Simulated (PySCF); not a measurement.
Simulation results for CH₃Al₂Cl

Computed with PySCF 2.14.0. Calculation on a computer-drawn molecule: the log of a Hartree-Fock and frozen-core CCSD(T) single point meant for a local Hartree-Fock minimum, with one planted fault or none, to be diagnosed. Offsets are logged minus clean, where the clean run is the same molecule without the fault. The reference is restricted for singlets and unrestricted otherwise, and also for a bond in bohr or an excited solution. Adding or removing an electron swaps singlet and doublet. The excited solution moves the top pair (singlet) or top alpha electron (doublet) to the lowest empty orbital. Highest occupied and lowest empty are orbital energies over both spins, largest force is the largest gradient component, triples share is (T) over the correlation energy, the T1 limit is 0.02 restricted and 0.045 unrestricted, electrons count all cores, a negative frequency is imaginary (commonest isotopes), and the dipole is about the centre of nuclear charge.

```yaml
- formula: CH3Al2Cl
  logged_structure:
    atoms_angstrom:
      - [Al, -1.4723, 0.4303, -0.3899]
      - [C, 0.2573, 0.3405, 0.618]
      - [Al, 1.9171, 1.0609, -0.0438]
      - [Cl, 2.236, 3.1614, 0.0969]
      - [H, 0.0137, 0.8601, 1.5623]
      - [H, 0.4013, -0.7282, 0.8535]
      - [H, 3.0535, 0.2435, -0.7584]
  given:
    meant_charge: 0
    meant_multiplicity: 1
    meant_basis: "cc-pV(D+d)Z"
    logged_electrons: 52
    logged_basis_functions: 98
    logged_SCF_converged: "yes"
    logged_spin_squared: 0.0
    "logged_highest_occupied [eV]": -7.8487
    "logged_lowest_empty [eV]": 0.96068
    "logged_largest_force [hartree/bohr]": 1.9706e-05
    "logged_lowest_frequency [cm^-1]": 39.039
    logged_T1_diagnostic: 0.012318
    logged_D1_diagnostic: 0.031105
    logged_triples_share: 0.027505
    logged_CC_converged: "yes"
    "logged_dipole_magnitude [debye]": 2.3606
    logged_SCF_stable_within_its_kind: "yes"
    "logged_energy_HF [hartree]": -983.02039
    "logged_energy_CCSD(T) [hartree]": -983.47012
    possible_faults: "no fault, one electron removed, one electron added, multiplicity raised by two, geometry at a saddle point, SCF held on an excited solution, minimal basis STO-3G, one bond length entered in bohr, all coordinates scaled"
    drawn_bonds_atom: [1, 2, 3, 2, 2, 3]
    drawn_bonds_other_atom: [2, 3, 4, 5, 6, 7]
    drawn_bonds_order: [1, 1, 1, 1, 1, 1]
  results:
    planted_fault: null
```

Question: Which fault was planted in the run of CH₃Al₂Cl?
Answer: no fault

Further results for CH₃Al₂Cl:

- HF energy offset from clean run: 0 kcal/mol
- CCSD(T) energy offset from clean run: 0 kcal/mol
